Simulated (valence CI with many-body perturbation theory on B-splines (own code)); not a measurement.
Rh V: electric-dipole lines

Computed by configuration interaction combined with many-body perturbation theory (CI+MBPT): five valence electrons over a frozen Dirac-Fock core [Kr], a basis of 7 s, 7 p, 8 d, 6 f, 4 g, 1 h functions for each j, with the one-electron correlation potential Σ1, the two-electron term Σ2, the three-electron term Σ3, Breit, model QED; selected CI, second order for the rest, scaled by the run's own slope (own B-spline code, finite nucleus).

No measured spectrum was set against this ion. As an estimate, terms of the open shell hold to 2 to 4 % of their energy, and close levels can change places; different configurations can be misplaced against each other by 1,000 to 8,000 cm⁻¹. Among the levels kept, up to 2500 cm⁻¹ of a level comes from second order outside the variational space, and about a tenth of that is noise between levels of different J, which matters for small intervals.

Lines 101 to 150 of 586 in falling wavelength, among levels below 239860 cm⁻¹, chosen from the strongest by gf and those to the six lowest levels. Wavelengths and rates use the calculated energies, so an error of 2000 cm⁻¹ moves a line at 1539 Å by 3.1 % and its rate by three times that or more. Electric multipoles are in the length gauge, E1 and E2 with the static RPA response of the core. Weak lines are less certain than strong ones. Lines between different terms over intervals too small for the method are left out, as are lines whose strength nearly cancels. Where a level lies close to another of its J and parity, the split of strength between their lines is uncertain. The highest levels of a list are the least certain.

Names give the largest LS component (configuration and term), which can be under half, so a name can repeat, a term be missing and a line seem to break the LS rules; names also repeat where a configuration has a term twice. Letters in brackets count levels of one name in rising energy.

| λ vac (Å) | Upper | Lower | A (s⁻¹) | S (a.u.) |
| --- | --- | --- | --- | --- |
| 1539 | 4d⁴5p ⁶F°_1/2 | 4d⁴5s ⁶D_1/2 | 5.92e+08 | 2.13e+00 |
| 1539 | 4d⁴5p ⁴H°_13/2 [b] | 4d⁴5s ²I_13/2 | 5.96e+07 | 1.50e+00 |
| 1539 | 4d⁴5p ²P°_3/2 [d] | 4d⁴5s ²S_1/2 [a] | 1.84e+08 | 1.32e+00 |
| 1538 | 4d⁴5p ⁴H°_9/2 [b] | 4d⁴5s ⁴G_11/2 | 6.60e+07 | 1.18e+00 |
| 1536 | 4d⁴5p ⁴H°_9/2 [b] | 4d⁴5s ⁴G_9/2 | 6.42e+07 | 1.15e+00 |
| 1536 | 4d⁴5p ⁶F°_3/2 | 4d⁴5s ⁶D_3/2 | 4.46e+08 | 3.19e+00 |
| 1534 | 4d⁴5p ⁴D°_5/2 [b] | 4d⁴5s ⁴P_3/2 [a] | 1.61e+08 | 1.72e+00 |
| 1533 | 4d⁴5p ²I°_11/2 [b] | 4d⁴5s ²I_11/2 | 4.92e+08 | 1.05e+01 |
| 1533 | 4d⁴5p ⁴F°_5/2 [b] | 4d⁴5s ⁴G_7/2 | 1.57e+08 | 1.67e+00 |
| 1532 | 4d⁴5p ²F°_7/2 [b] | 4d⁴5s ²G_9/2 [b] | 1.94e+08 | 2.76e+00 |
| 1532 | 4d⁴5p ⁴P°_1/2 [b] | 4d⁴5s ⁴P_3/2 [a] | 4.61e+08 | 1.63e+00 |
| 1531 | 4d⁴5p ⁴F°_9/2 [b] | 4d⁴5s ²H_9/2 | 6.54e+07 | 1.16e+00 |
| 1530 | 4d⁴5p ⁴F°_7/2 [b] | 4d⁴5s ⁴G_9/2 | 1.62e+08 | 2.29e+00 |
| 1530 | 4d⁴5p ⁶F°_5/2 | 4d⁴5s ⁶D_5/2 | 3.97e+08 | 4.20e+00 |
| 1527 | 4d⁴5p ²I°_13/2 [a] | 4d⁴5s ⁴G_11/2 | 2.82e+08 | 6.93e+00 |
| 1526 | 4d⁴5p ⁴H°_11/2 [b] | 4d⁴5s ²H_9/2 | 8.06e+07 | 1.70e+00 |
| 1525 | 4d⁴5p ⁴G°_11/2 [b] | 4d⁴5s ⁴F_9/2 [a] | 1.89e+08 | 3.96e+00 |
| 1525 | 4d⁴5p ²H°_9/2 [b] | 4d⁴5s ²G_7/2 [b] | 4.33e+08 | 7.57e+00 |
| 1525 | 4d⁴5p ²D°_3/2 [a] | 4d⁴5s ⁴F_3/2 [a] | 2.04e+08 | 1.43e+00 |
| 1524 | 4d⁴5p ⁴D°_3/2 [b] | 4d⁴5s ⁴P_1/2 [a] | 2.03e+08 | 1.42e+00 |
| 1522 | 4d⁴5p ⁴F°_7/2 [c] | 4d⁴5s ⁴G_9/2 | 2.18e+08 | 3.03e+00 |
| 1521 | 4d⁴5p ⁴F°_7/2 [b] | 4d⁴5s ⁴G_7/2 | 1.24e+08 | 1.72e+00 |
| 1520 | 4d⁴5p ⁶F°_3/2 | 4d⁴5s ⁶D_1/2 | 2.14e+08 | 1.48e+00 |
| 1520 | 4d⁴5p ⁶F°_7/2 | 4d⁴5s ⁶D_7/2 | 3.50e+08 | 4.85e+00 |
| 1520 | 4d⁴5p ²G°_7/2 [a] | 4d⁴5s ⁴H_9/2 | 1.03e+08 | 1.42e+00 |
| 1520 | 4d⁴5p ⁴F°_9/2 [c] | 4d⁴5s ²H_9/2 | 1.32e+08 | 2.29e+00 |
| 1518 | 4d⁴5p ²I°_11/2 [b] | 4d⁴5s ²I_13/2 | 1.12e+08 | 2.32e+00 |
| 1516 | 4d⁴5p ⁴G°_7/2 [b] | 4d⁴5s ⁴G_5/2 | 9.92e+07 | 1.36e+00 |
| 1515 | 4d⁴5p ⁴D°_1/2 [d] | 4d⁴5s ⁴D_3/2 [b] | 3.01e+08 | 1.03e+00 |
| 1515 | 4d⁴5p ⁴D°_7/2 [d] | 4d⁴5s ²F_7/2 [a] | 1.91e+08 | 2.62e+00 |
| 1514 | 4d⁴5p ⁴I°_9/2 | 4d⁴5s ⁴H_7/2 | 3.16e+08 | 5.41e+00 |
| 1511 | 4d⁴5p ⁴G°_9/2 [a] | 4d⁴5s ⁴H_11/2 | 7.97e+07 | 1.36e+00 |
| 1510 | 4d⁴5p ⁴D°_7/2 [b] | 4d⁴5s ⁴F_9/2 [a] | 9.21e+07 | 1.25e+00 |
| 1508 | 4d⁴5p ²H°_11/2 [c] | 4d⁴5s ²G_9/2 [b] | 1.27e+08 | 2.58e+00 |
| 1508 | 4d⁴5p ⁴G°_11/2 [a] | 4d⁴5s ⁴H_13/2 | 3.14e+08 | 6.38e+00 |
| 1507 | 4d⁴5p ⁴F°_5/2 [c] | 4d⁴5s ⁴G_7/2 | 9.54e+07 | 9.67e-01 |
| 1507 | 4d⁴5p ⁶F°_5/2 | 4d⁴5s ⁶D_3/2 | 3.07e+08 | 3.11e+00 |
| 1505 | 4d⁴5p ⁴G°_5/2 [b] | 4d⁴5s ⁴F_3/2 [a] | 1.90e+08 | 1.92e+00 |
| 1505 | 4d⁴5p ⁴G°_9/2 [d] | 4d⁴5s ²G_7/2 [a] | 1.49e+08 | 2.51e+00 |
| 1504 | 4d⁴5p ⁴F°_9/2 [d] | 4d⁴5s ²G_7/2 [b] | 2.07e+08 | 3.48e+00 |
| 1504 | 4d⁴5p ⁶F°_9/2 | 4d⁴5s ⁶D_9/2 | 2.88e+08 | 4.84e+00 |
| 1504 | 4d⁴5p ⁴F°_9/2 [b] | 4d⁴5s ⁴G_11/2 | 2.45e+08 | 4.11e+00 |
| 1503 | 4d⁴5p ⁴G°_11/2 [c] | 4d⁴5s ²H_9/2 | 1.64e+08 | 3.30e+00 |
| 1500 | 4d⁴5p ⁴G°_11/2 [d] | 4d⁴5s ²G_9/2 [a] | 8.36e+07 | 1.67e+00 |
| 1498 | 4d⁴5p ²G°_9/2 [a] | 4d⁴5s ⁴D_7/2 [b] | 1.29e+08 | 2.14e+00 |
| 1497 | 4d⁴5p ²P°_1/2 [c] | 4d⁴5s ²S_1/2 [a] | 3.60e+08 | 1.19e+00 |
| 1497 | 4d⁴5p ²D°_5/2 [b] | 4d⁴5s ²P_3/2 [a] | 1.72e+08 | 1.71e+00 |
| 1497 | 4d⁴5p ²G°_7/2 [d] | 4d⁴5s ²D_5/2 [a] | 1.30e+08 | 1.73e+00 |
| 1497 | 4d⁴5p ²G°_7/2 [b] | 4d⁴5s ²F_5/2 [a] | 2.08e+08 | 2.76e+00 |
| 1496 | 4d⁴5p ⁴P°_5/2 [c] | 4d⁴5s ⁴D_7/2 [b] | 4.48e+08 | 4.45e+00 |
